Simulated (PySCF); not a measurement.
C2H6FISi. Atoms are numbered in the order given.

```xyz
11

C      1.8576     0.7291     1.5685
Si     1.2229    -0.0476     0.0000
C      1.8576     0.7291    -1.5685
F      1.6538    -1.6212     0.0000
I     -1.2499     0.0221     0.0000
H      1.4587     0.2075     2.4515
H      1.5575     1.7869     1.6262
H      2.9587     0.6739     1.5963
H      1.4587     0.2075    -2.4515
H      1.5575     1.7869    -1.6262
H      2.9587     0.6739    -1.5963
```

Geometry: B3LYP-D3(BJ)/def2-SVP. The def2 effective core potentials stand for the cores of I; spin–orbit coupling is left out.

Calculation: B3LYP-D3(BJ)/def2-SVP (PySCF).

Frequencies are harmonic and unscaled.

```tsv
mode	ν (cm⁻¹)	IR (km/mol)	moving atoms (share of kinetic energy)
1	152	0.2	C 50 %, H 28 %
2	153	0.0	H 98 %
3	154	0.4	H 54 %, C 22 %, F 17 %
4	171	0.3	H 67 %, C 18 %, F 12 %
5	200	1.4	F 43 %, I 27 %, C 18 %, H 11 %
6	214	0.8	H 32 %, C 31 %, Si 21 %, F 15 %
7	267	15.9	F 39 %, C 23 %, Si 20 %, H 18 %
8	360	71.5	Si 57 %, H 14 %, C 11 %, I 10 %
9	653	45.7	C 55 %, H 21 %, Si 17 %
10	698	1.1	H 63 %, C 30 %
11	752	0.3	H 78 %, C 21 %
12	798	15.6	H 55 %, F 23 %, C 18 %
13	809	102.5	Si 39 %, H 34 %, C 26 %
14	849	185.3	H 65 %, C 22 %, Si 11 %
15	921	142.8	Si 44 %, F 32 %, H 18 %
16	1274	38.0	H 77 %, C 23 %
17	1277	16.4	H 79 %, C 21 %
18	1420	2.2	H 96 %
19	1423	0.5	H 95 %
20	1428	5.6	H 96 %
21	1435	6.9	H 96 %
22	3032	0.1	H 97 %
23	3034	1.9	H 97 %
24	3125	0.0	H 91 %, C 9 %
25	3127	4.9	H 91 %, C 9 %
26	3141	0.2	H 91 %, C 9 %
27	3141	1.1	H 91 %, C 9 %
```
